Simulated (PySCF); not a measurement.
NbCl4, SMILES [Cl][Nb]([Cl])([Cl])[Cl] (connectivity only; charge and spin as stated), neutral, multiplicity 2.

Coordinates come from a PBE-D3(BJ)/def2-SVP optimisation. The spin state was assumed, not searched. The isomer is the one that the SMILES or the coordinates give; other isomers of the formula were not compared. The def2 effective core potentials stand for the cores of Nb; spin–orbit coupling is left out.

Two levels are set side by side: PBE/def2-TZVP (PySCF) and CAM-B3LYP/def2-TZVP (PySCF). Same geometry, gas phase. Differences are taken from unrounded values.

```json
[
 {"quantity": "α-spin orbital gap (eV)", "CAM-B3LYP": "5.17", "PBE": "0.29", "PBE minus CAM-B3LYP": "-4.88"},
 {"quantity": "β-spin orbital gap (eV)", "CAM-B3LYP": "8.48", "PBE": "4.03", "PBE minus CAM-B3LYP": "-4.45"},
 {"quantity": "mean polarisability (bohr³)", "CAM-B3LYP": "92.2", "PBE": "97.8", "PBE minus CAM-B3LYP": "5.7"}
]
```

PBE's more diffuse valence density responds more strongly to a field. Differences between two approximate levels are no errors against the true value.

Rough cost on one machine, each run with all the roots and properties that it gave: CAM-B3LYP against PBE within a factor of 2.
